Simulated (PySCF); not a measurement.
B(Et)(OH)2 (C2H7BO2), SMILES CCB(O)O.

Geometry optimised at PBE0-D3(BJ)/def2-SVP. Other conformers were not sampled.

Level of theory: PBE/def2-TZVP run with PySCF.

Isolated molecule, no solvent.

```
Property                                                                                                        Value
---------------------------------------------------------------------------------------------  ----------------------
total energy                                                                                       -255.63076 hartree
point group                                                                                                        Cs
highest occupied level                                                                                       -7.18 eV
lowest empty level                                                                                           -0.14 eV
orbital gap                                                                                                   7.04 eV
dipole moment                                                                                                  1.43 D
quadrupole, principal values (traceless, Buckingham form, about the centre of nuclear charge)  -2.74, -1.29, 4.03 D·Å
mean static polarisability                                                                       47.7 bohr³ (7.07 Å³)
polarisability, principal values                                                               39.1, 50.2, 53.7 bohr³
```
